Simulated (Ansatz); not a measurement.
Consider the substitution at a C–C bond: `CC1C=COC1` + `S[SiH2][SeH]` → `CS[SiH2][SeH]` + `C1=COCC1`.

Computed with Ansatz on PBE0-D4/def2-TZVP structures; ΔE is electronic, products minus reactants. CCSD(T)/CBS is the MP2 limit (def2-TZVPP, def2-QZVPP) plus CCSD(T) − MP2 in def2-TZVPP, frozen cores. DFT in def2-TZVPP. For Se outer-core shells are correlated without core-valence functions, which leaves a few kJ/mol of doubt a bond. Scalar relativity is left out up to krypton. One conformer a species, not always the lowest.

`CC1C=COC1`:

```xyz
14

C    -0.589    1.098    1.074
C     0.444    0.423    0.177
C     0.001    0.359   -1.262
C    -0.301   -0.900   -1.554
O    -0.073   -1.794   -0.561
C     0.629   -1.075    0.467
H    -1.546    0.573    1.015
H    -0.262    1.103    2.117
H    -0.756    2.133    0.769
H     1.401    0.943    0.285
H    -0.137    1.210   -1.913
H    -0.716   -1.323   -2.459
H     0.222   -1.384    1.432
H     1.683   -1.366    0.413
```

`S[SiH2][SeH]`:

Cartesian coordinates in Å:
```
S 0.101 -1.963 -0.735
Si -0.484 -0.129 0.173
Se 1.381 0.967 0.893
H 0.873 -1.375 -1.666
H -1.219 0.770 -0.751
H -1.373 -0.547 1.282
H 0.721 2.278 0.804
```

`CS[SiH2][SeH]`:

```xyz
10

C     0.354    1.692    0.155
S     0.424    0.754   -1.396
Si   -0.367   -1.099   -0.746
Se    0.887   -2.022    0.933
H     0.861    2.639   -0.028
H    -0.677    1.889    0.446
H     0.873    1.155    0.949
H    -1.745   -0.972   -0.205
H    -0.346   -1.958   -1.953
H    -0.263   -2.077    1.843
```

`C1=COCC1`:

```xyz
11

C     1.017   -0.555   -0.206
C     0.473   -0.096   -1.325
O    -0.730    0.513   -1.180
C    -0.956    0.630    0.237
C     0.062   -0.289    0.926
H     1.952   -1.087   -0.130
H     0.837   -0.145   -2.342
H    -0.796    1.678    0.510
H    -1.995    0.368    0.433
H     0.529    0.201    1.783
H    -0.393   -1.217    1.292
```

```json
{"level": "r2SCAN-D4", "ΔE (kcal/mol)": "3.4", "difference from CCSD(T)/CBS": "-0.5"}
{"level": "PBE0-D4", "ΔE (kcal/mol)": "3.1", "difference from CCSD(T)/CBS": "-0.8"}
{"level": "ωB97X-V", "ΔE (kcal/mol)": "3.8", "difference from CCSD(T)/CBS": "-0.1"}
{"level": "r2SCAN", "ΔE (kcal/mol)": "3.3", "difference from CCSD(T)/CBS": "-0.6"}
{"level": "PBE0", "ΔE (kcal/mol)": "3.1", "difference from CCSD(T)/CBS": "-0.8"}
{"level": "HF/def2-TZVPP", "ΔE (kcal/mol)": "4.3", "difference from CCSD(T)/CBS": "0.4"}
{"level": "SCS-MP2/def2-TZVPP", "ΔE (kcal/mol)": "4.5", "difference from CCSD(T)/CBS": "0.6"}
{"level": "CCSD(T)/def2-TZVPP", "ΔE (kcal/mol)": "4.7", "difference from CCSD(T)/CBS": "0.8"}
{"level": "MP2/def2-QZVPP", "ΔE (kcal/mol)": "4.2", "difference from CCSD(T)/CBS": "0.3"}
{"level": "CCSD/CBS(def2)", "ΔE (kcal/mol)": "4.1", "difference from CCSD(T)/CBS": "0.2"}
{"level": "CCSD(T)/CBS", "ΔE (kcal/mol)": "3.9", "difference from CCSD(T)/CBS": "0"}
```

Largest T1 diagnostic among the species: 0.012.
